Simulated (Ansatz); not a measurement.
Frontier orbitals of H6OSSi2, SMILES `O[SiH2]S[SiH3]`.

```xyz
10

O     1.4593    0.4308   -1.8422
Si    1.0645    0.9450   -0.3365
S     0.9090   -0.6477    1.0806
Si   -1.2033   -0.9269    0.9238
H     0.9170   -0.2512   -2.2419
H    -0.2399    1.6604   -0.3355
H     2.1720    1.8264    0.0834
H    -1.6149   -1.0152   -0.5031
H    -1.9490    0.1840    1.5648
H    -1.5147   -2.2056    1.6066
```

Total charge 0; spin multiplicity 1. The geometry is a stationary point of PBE0-D4/def2-TZVP. It is one conformer, not always the lowest. Basis def2-TZVPP, the Gaussian-basis code of Ansatz.

Orbital energies of one run (eV). Highest occupied ones, from the top: -6.93, -7.83, -8.38, -8.75, -9.32, -9.49, -10.00, -10.16, -12.16, -13.78, -14.85, -19.36, -27.60, -98.28. Empty: -0.85, -0.55, -0.16, 0.02, 0.34, 0.89.

(1) Which functional gave them?
A. BLYP
B. CAM-B3LYP
C. PBE0
D. B97M-V

Results:

(1) D. HOMO energies: B97M-V -6.93, BLYP -6.30, PBE0 -7.68, CAM-B3LYP -8.97 eV.
